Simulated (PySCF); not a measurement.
C₅H₅, charge +1, multiplicity 1.

```xyz
10

C      0.0000     0.0000     1.1636
C      0.0000    -1.2023     0.3509
C      0.0000    -0.7863    -0.9360
C      0.0000     0.7863    -0.9360
C      0.0000     1.2023     0.3509
H      0.0000     0.0000     2.2611
H      0.0000    -2.2223     0.7319
H      0.0000    -1.3960    -1.8425
H      0.0000     1.3960    -1.8425
H      0.0000     2.2223     0.7319
```
Charge +1, spin multiplicity 1.

Coordinates come from a B3LYP-D3(BJ)/def2-SVP optimisation. The spin state was assumed, not searched. The isomer is the one that the SMILES or the coordinates give; other isomers of the formula were not compared.

The numbers are results of KT2/pcSseg-1 run with PySCF, not measurements. Non-relativistic, no solvent.

Question: Give the absolute GIAO shielding of each atom: isotropic value and principal components (ppm). (The exact figures need the calculation; the answer reports its results.)

Answer: 
```csv
atom,σ(iso),σ11,σ22,σ33,span
C1,-90.7,-193.2,-124.5,45.7,238.9
C2,40.9,-31.3,56.0,98.0,129.3
C3,-11.1,-125.2,31.6,60.3,185.4
C4,-11.1,-125.2,31.6,60.3,185.4
C5,40.9,-31.3,56.0,98.0,129.3
H6,25.4,12.4,24.9,38.8,26.3
H7,29.3,22.5,26.0,39.3,16.8
H8,27.7,18.9,25.9,38.2,19.4
H9,27.7,18.9,25.9,38.2,19.4
H10,29.3,22.5,26.0,39.3,16.8
```
